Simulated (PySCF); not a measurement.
## input.py for CBr

Input:

```python
from pyscf import gto, scf
from pyscf.prop.polarizability import uhf as pol

mol = gto.M(
    atom='C 0 0 0; Br 0 0 1.825',
    basis='cc-pvdz',
    charge=0,
    spin=1,
    verbose=4,
)
mf = scf.UHF(mol)
mf.kernel()
print('polarizability (a.u.)')
print(pol.Polarizability(mf).polarizability().round(4))
mf.dip_moment()
print('orbital energies (hartree):', [e[max(0, n-3):n+3].round(4) for e, n in zip(mf.mo_energy, mol.nelec)])
```

```bash
$ OMP_NUM_THREADS=1 python input.py
```

It prints (some set-up lines and the per-cycle HOMO/LUMO lines with their warnings removed):

```
PySCF version 2.14.0

[INPUT] verbose = 4
[INPUT] num. atoms = 2
[INPUT] num. electrons = 41
[INPUT] charge = 0
[INPUT] spin (= nelec alpha-beta = 2S) = 1
[INPUT] symmetry False subgroup None
[INPUT] Mole.unit = angstrom
[INPUT] Symbol           X                Y                Z      unit          X                Y                Z       unit  Magmom
[INPUT]  1 C      0.000000000000   0.000000000000   0.000000000000 AA    0.000000000000   0.000000000000   0.000000000000 Bohr   0.0
[INPUT]  2 Br     0.000000000000   0.000000000000   1.825000000000 AA    0.000000000000   0.000000000000   3.448750177331 Bohr   0.0

nuclear repulsion = 60.8916242702466
number of shells = 11
number of NR pGTOs = 103
number of NR cGTOs = 41
basis = cc-pvdz
ecp = {}

******** <class 'pyscf.scf.uhf.UHF'> ********
method = UHF
initial guess = minao
damping factor = 0
level_shift factor = 0
DIIS = <class 'pyscf.scf.diis.CDIIS'>
diis_start_cycle = 1
diis_space = 8
diis_damp = 0
SCF conv_tol = 1e-09
SCF conv_tol_grad = None
SCF max_cycles = 50
direct_scf = True
direct_scf_tol = 1e-13
number electrons alpha = 21  beta = 20
Set gradient conv threshold to 3.16228e-05
init E= -2608.98792275392

cycle= 1 E= -2610.05576397071  delta_E= -1.07  |g|= 0.256  |ddm|= 1.09
cycle= 2 E= -2610.09277754069  delta_E= -0.037  |g|= 0.152  |ddm|= 0.429
cycle= 3 E= -2610.10875230377  delta_E= -0.016  |g|= 0.0373  |ddm|= 0.151
cycle= 4 E= -2610.11086155771  delta_E= -0.00211  |g|= 0.0127  |ddm|= 0.0758
cycle= 5 E= -2610.11116902936  delta_E= -0.000307  |g|= 0.00443  |ddm|= 0.0299
cycle= 6 E= -2610.11121655418  delta_E= -4.75e-05  |g|= 0.00143  |ddm|= 0.0127
cycle= 7 E= -2610.11122179458  delta_E= -5.24e-06  |g|= 0.000483  |ddm|= 0.00406
cycle= 8 E= -2610.11122261192  delta_E= -8.17e-07  |g|= 0.00024  |ddm|= 0.0015
cycle= 9 E= -2610.11122286343  delta_E= -2.52e-07  |g|= 0.000108  |ddm|= 0.00101
cycle= 10 E= -2610.11122291507  delta_E= -5.16e-08  |g|= 3.36e-05  |ddm|= 0.000592
cycle= 11 E= -2610.11122291861  delta_E= -3.54e-09  |g|= 1.17e-05  |ddm|= 0.000162
cycle= 12 E= -2610.11122291897  delta_E= -3.58e-10  |g|= 5.72e-06  |ddm|= 3.93e-05
Extra cycle  E= -2610.11122291904  delta_E= -7.05e-11  |g|= 4.17e-06  |ddm|= 9.91e-06
converged SCF energy = -2610.11122291904  <S^2> = 0.761858  2S+1 = 2.0118231
polarizability (a.u.)
Isotropic polarizability 23.483270872
Polarizability anisotropy 20.0983889976
[[18.6183  0.6121  0.    ]
 [ 0.6121 15.1038  0.    ]
 [ 0.      0.     36.7277]]
Dipole moment(X, Y, Z, Debye):  0.00000, -0.00000,  0.96346
orbital energies (hartree): [array([-0.4778, -0.4717, -0.3755,  0.0328,  0.174 ,  0.5682]), array([-0.4727, -0.46  , -0.4479,  0.058 ,  0.1116,  0.1962])]
```

In short: E(SCF) = -2610.111223 Eh, 12 cycles, ⟨S²⟩ = 0.762, μz(SCF) = 0.96 D, α(xx, yy, zz) = 18.6, 15.1, 36.7 bohr³.

It ran on Arm Neoverse V1 (1 thread, shared host) in 1 s.

The bond length is a typed value, not an optimised one. No search for the lowest solution was made.
